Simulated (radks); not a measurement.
Species: Ag II. Configuration: [Kr] 4d10.

Calculated with a radial shooting solver on a logarithmic mesh with Libxc functionals: scalar-relativistic Kohn-Sham, PBEsol, spin-unpolarised, spherical densities, point nucleus.

Energy parts (eV):
part                       energy
total                 -144580.053
kinetic                150193.140
electron-nucleus      -349184.465
Hartree                 58393.845
exchange-correlation    -3982.573

Orbitals (lengths in bohr, moments of r in powers of bohr; <r^-3> diverges for s and p1/2):
orbital	occ.	eigenvalue (eV)	<r^4>	<r^-3>	<r^2>
1s	2	-25324.48	4.457e-06	-	0.001309
2s	2	-3735.763	0.0007925	-	0.02148
2p	6	-3352.316	0.0005681	3776	0.01692
3s	2	-691.2411	0.03710	-	0.1556
3p	6	-565.3187	0.03970	674.7	0.1571
3d	10	-366.5853	0.03809	92.19	0.1426
4s	2	-103.1841	1.348	-	0.9442
4p	6	-66.7634	2.113	111.3	1.152
4d	10	-15.6430	11.69	8.578	2.355
5s	0	-11.2331	129.5	-	8.994
5p	0	-6.1687	417.6	5.868	15.85

The highest occupied level is 4d at -15.643 eV. Summed over all electrons, <r^2> = 35.17 bohr^2, which gives a Langevin (diamagnetic) susceptibility term of -27.9 x 10^-6 cm^3/mol.
